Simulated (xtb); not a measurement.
xtb input (GFN1-xTB):

```bash
xtb mol.xyz --gfn 1 --sp --chrg 1 --uhf 0
```
mol.xyz:
```
7

B     -0.10110091    -0.34405066     0.07549871
Cl    -0.21370832     1.30627628    -0.35360861
O      1.27695401    -0.83425941     0.35362597
O     -0.96023132    -1.32636774     0.22713630
H      2.06640974    -0.26731197     0.29900710
H     -1.90357212    -1.17156394     0.08236521
H      1.44192691    -1.76255037     0.60638234
```

Output:

```
           -------------------------------------------------
          |                Calculation Setup                |
           -------------------------------------------------

           -------------------------------------------------
          |                 G F N 1 - x T B                 |
           -------------------------------------------------

        Reference                      10.1021/acs.jctc.7b00118
      * Hamiltonian:
        H0-scaling (s, p, d)           1.850000    2.250000    2.000000
        zeta-weighting                 0.000000
      * Dispersion:
        s8                             2.400000
        a1                             0.630000
        a2                             5.000000
        s9                             0.000000
      * Repulsion:
        kExp                           1.500000
        rExp                           1.000000
      * Coulomb:
        alpha                          2.000000
        third order                    atomic
        anisotropic                    false
      * Halogen bond correction:
        rad-scale                      1.300000
        damping                        0.440000

          ...................................................
          :                      SETUP                      :
          :.................................................:
          :  # basis functions                  28          :
          :  # atomic orbitals                  27          :
          :  # shells                           15          :
          :  # electrons                        24          :
          :  # halogen bonds                     2          :
          :  max. iterations                   250          :
          :  Hamiltonian                  GFN1-xTB          :
          :  restarted?                      false          :
          :  GBSA solvation                  false          :
          :  PC potential                    false          :
          :  electronic temp.          300.0000000     K    :
          :  accuracy                    1.0000000          :
          :  -> integral cutoff          0.2500000E+02      :
          :  -> integral neglect         0.1000000E-07      :
          :  -> SCF convergence          0.1000000E-05 Eh   :
          :  -> wf. convergence          0.2000000E-04 e    :
          :  Broyden damping             0.4000000          :
          :  net charge                          1          :
          :  unpaired electrons                  0          :
          ...................................................

 iter      E             dE          RMSdq      gap      omega  full diag
   1    -16.3237623 -0.163238E+02  0.681E+00    7.28       0.0  T
   2    -16.3987004 -0.749381E-01  0.372E+00    6.25       1.0  T
   3    -16.3994512 -0.750767E-03  0.139E+00    6.46       1.0  T
   4    -16.3995251 -0.739196E-04  0.922E-02    6.38       1.0  T
   5    -16.3995468 -0.216672E-04  0.235E-02    6.38       1.6  T
   6    -16.3995476 -0.803985E-06  0.102E-02    6.37       3.7  T
   7    -16.3995483 -0.770043E-06  0.136E-03    6.38      27.8  T
   8    -16.3995483 -0.126923E-07  0.393E-04    6.38      96.2  T
   9    -16.3995483 -0.125227E-08  0.407E-05    6.38     929.3  T
  10    -16.3995483 -0.568789E-11  0.246E-05    6.38    1538.0  T

   *** convergence criteria satisfied after 10 iterations ***

         #    Occupation            Energy/Eh            Energy/eV
      -------------------------------------------------------------
         1        2.0000           -1.1227723             -30.5522
       ...           ...                  ...                  ...
         6        2.0000           -0.8583104             -23.3558
         7        2.0000           -0.8451244             -22.9970
         8        2.0000           -0.8058472             -21.9282
         9        2.0000           -0.7770999             -21.1460
        10        2.0000           -0.7130557             -19.4032
        11        2.0000           -0.6641366             -18.0721
        12        2.0000           -0.6554509             -17.8357 (HOMO)
        13                         -0.4211175             -11.4592 (LUMO)
        14                         -0.4166847             -11.3386
        15                         -0.3409587              -9.2780
        16                         -0.3152576              -8.5786
        17                         -0.3116756              -8.4811
       ...                                ...                  ...
        27                          0.5275900              14.3565
      -------------------------------------------------------------
                  HL-Gap            0.2343334 Eh            6.3765 eV
             Fermi-level           -0.5382842 Eh          -14.6475 eV

 SCC (total)                   0 d,  0 h,  0 min,  0.005 sec
 SCC setup                      ...        0 min,  0.000 sec (  2.708%)
 Dispersion                     ...        0 min,  0.000 sec (  1.016%)
 classical contributions        ...        0 min,  0.000 sec (  0.523%)
 integral evaluation            ...        0 min,  0.001 sec ( 22.424%)
 iterations                     ...        0 min,  0.002 sec ( 37.320%)
 molecular gradient             ...        0 min,  0.002 sec ( 33.044%)
 printout                       ...        0 min,  0.000 sec (  2.771%)

         :::::::::::::::::::::::::::::::::::::::::::::::::::::
         ::                     SUMMARY                     ::
         :::::::::::::::::::::::::::::::::::::::::::::::::::::
         :: total energy             -16.297620807785 Eh    ::
         :: gradient norm              0.018938711505 Eh/a0 ::
         :: HOMO-LUMO gap              6.376536479718 eV    ::
         ::.................................................::
         :: SCC energy               -16.399548345320 Eh    ::
         :: -> electrostatic           0.174122006600 Eh    ::
         :: repulsion energy           0.103625792965 Eh    ::
         :: dispersion energy         -0.001698255430 Eh    ::
         :: halogen bond corr.         0.000000000000 Eh    ::
         :: add. restraining           0.000000000000 Eh    ::
         :: total charge               1.000000000000 e     ::
         :::::::::::::::::::::::::::::::::::::::::::::::::::::

           -------------------------------------------------
          |                Property Printout                |
           -------------------------------------------------

    * Orbital Energies and Occupations

         #    Occupation            Energy/Eh            Energy/eV
      -------------------------------------------------------------
         1        2.0000           -1.1227723             -30.5522
         2        2.0000           -1.0950384             -29.7975
         3        2.0000           -1.0147766             -27.6135
         4        2.0000           -0.9399467             -25.5773
         5        2.0000           -0.9346603             -25.4334
         6        2.0000           -0.8583104             -23.3558
         7        2.0000           -0.8451244             -22.9970
         8        2.0000           -0.8058472             -21.9282
         9        2.0000           -0.7770999             -21.1460
        10        2.0000           -0.7130557             -19.4032
        11        2.0000           -0.6641366             -18.0721
        12        2.0000           -0.6554509             -17.8357 (HOMO)
        13                         -0.4211175             -11.4592 (LUMO)
        14                         -0.4166847             -11.3386
        15                         -0.3409587              -9.2780
        16                         -0.3152576              -8.5786
Note: The following floating-point exceptions are signalling: IEEE_DENORMAL
normal termination of xtb
        17                         -0.3116756              -8.4811
        18                         -0.2585551              -7.0356
        19                         -0.2502705              -6.8102
        20                         -0.2493476              -6.7851
        21                         -0.2025748              -5.5123
        22                         -0.0480101              -1.3064
        23                          0.0469288               1.2770
       ...                                ...                  ...
        27                          0.5275900              14.3565
      -------------------------------------------------------------
                  HL-Gap            0.2343334 Eh            6.3765 eV
             Fermi-level           -0.5382842 Eh          -14.6475 eV

  Mulliken/CM5 charges         n(s)   n(p)   n(d)
     1B     0.65132  0.48161   0.790  1.558  0.000
     2Cl   -0.00870  0.07493   1.918  5.109 -0.018
     3O    -0.47383 -0.77694   1.676  4.798  0.000
     4O    -0.51157 -0.64813   1.663  4.849  0.000
     5H     0.45081  0.62292   0.549  0.000  0.000
     6H     0.42329  0.60311   0.577  0.000  0.000
     7H     0.46867  0.64248   0.531  0.000  0.000

Wiberg/Mayer (AO) data.
largest (>0.10) Wiberg bond orders for each atom

 ---------------------------------------------------------------------------
     #   Z sym  total        # sym  WBO       # sym  WBO       # sym  WBO
 ---------------------------------------------------------------------------
     1   5 B    3.220 --     4 O    1.272     2 Cl   1.222     3 O    0.709
     2  17 Cl   1.358 --     1 B    1.222
     3   8 O    2.287 --     5 H    0.769     7 H    0.755     1 B    0.709
     4   8 O    2.183 --     1 B    1.272     6 H    0.803
     5   1 H    0.808 --     3 O    0.769
     6   1 H    0.827 --     4 O    0.803
     7   1 H    0.785 --     3 O    0.755
 ---------------------------------------------------------------------------

Topologies differ in total number of bonds
Writing topology from bond orders to xtbtopo.mol

 dipole moment from electron density (au)
     X       Y       Z
   1.3840  -1.3065   0.4848  total (Debye):    4.992

           -------------------------------------------------
          | TOTAL ENERGY              -16.297620807785 Eh   |
          | GRADIENT NORM               0.018938711505 Eh/α |
          | HOMO-LUMO GAP               6.376536479718 eV   |
           -------------------------------------------------

------------------------------------------------------------------------
------------------------------------------------------------------------
 total:
 SCF:
```

It need not be the lowest isomer of its formula.
